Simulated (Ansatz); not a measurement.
C2H9SbSi can be A, `[CH3][Sb]([CH3])[SiH3]`, or B, `C[CH2][SbH][SiH3]`.

Program: Ansatz. Geometries: PBE0-D4/def2-TZVP. ΔE: electronic, gas phase. CCSD(T)/CBS is the MP2 limit (def2-TZVPP, def2-QZVPP) plus CCSD(T) − MP2 in def2-TZVPP, frozen cores. Functionals use def2-TZVPP. B3LYP here is the variant with VWN-RPA as its local correlation; programs differ in this. Elements past krypton have def2 core potentials. For Sb outer-core shells are correlated without core-valence functions, which leaves a few kJ/mol of doubt a bond. One conformer a species, not always the lowest.

(1) Which isomer does CCSD(T)/CBS put lower? Give the gap. (Best estimate.)

(2) Give E(B) − E(A) in kcal/mol with PBE-D4, CCSD(T)/def2-SVP, BLYP-D4, LDA (SPW92), ωB97M-V, B3LYP-D4, CCSD/def2-TZVPP. (Best estimate.)

(3) Does the order hold for the free energy at 298.15 K (harmonic terms from PBE0-D4)? (Estimate.)

Largest T1 diagnostic: 0.012.

Answers

(1) Ansatz gave: A, by 7.0 kcal/mol.

(2) The calculation gave: PBE-D4 6.0, CCSD(T)/def2-SVP 1.8, BLYP-D4 6.6, LDA (SPW92) 4.1, ωB97M-V 6.2, B3LYP-D4 6.2, CCSD/def2-TZVPP 5.7. None reverses the order clearly.

(3) Computed: Yes: G(B) − G(A) = +6.8 kcal/mol, for one conformer each. Modes under 60 cm⁻¹, often nearly free rotors, make the harmonic entropy too high.

In def2-TZVPP, CCSD(T) changes the Hartree–Fock value by +1.4 kcal/mol (the triples alone add +0.3 kcal/mol) and MP2 by +2.4 kcal/mol. Leaving LDA and LC-ωPBE aside and taking each functional with its dispersion term where it has one, the values, not all of them listed here, spread over 1.3 kcal/mol, from B97M-V to BLYP-D4. LDA lies −1.7 kcal/mol from PBE without D4.
